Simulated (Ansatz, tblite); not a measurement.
Forces on the cluster Ge₅Se at its r2SCAN-D4/def2-SVP geometry. The state is a singlet with charge 0.

The xTB rows come from tblite. Another isomer (singlet) lies 0.04 eV lower at PBE0-D4/def2-TZVP; other spin states weren't run for this one.

GFN1-xTB (tblite), largest force 1.67 eV/Å:

```xyz
6
positions Å, forces eV/Å
Ge   -0.005    0.641   -1.410   -0.405   -0.345    1.155
Ge    0.440   -1.481    0.200   -0.151    0.650   -0.711
Ge    2.364   -0.152    0.122   -1.235   -0.011    0.500
Ge   -1.856   -1.225   -0.697    1.223    0.890    0.699
Ge    0.744    1.407    1.162   -0.104   -0.640   -1.031
Se   -1.687    0.810    0.623    0.670   -0.543   -0.613
```

GFN2-xTB (tblite), largest force 0.83 eV/Å:

```
Ge -0.108 -0.237 0.785
Ge 0.142 0.110 -0.002
Ge -0.096 0.050 -0.083
Ge -0.015 0.462 -0.001
Ge -0.149 -0.096 -0.343
Se 0.226 -0.289 -0.357
```

r2SCAN-D4/def2-TZVP (Ansatz), largest force 0.18 eV/Å:

```
Ge -0.033 -0.054 0.161
Ge -0.010 0.134 -0.033
Ge -0.072 0.006 0.017
Ge 0.036 0.091 0.045
Ge -0.049 -0.086 -0.093
Se 0.128 -0.090 -0.097
```
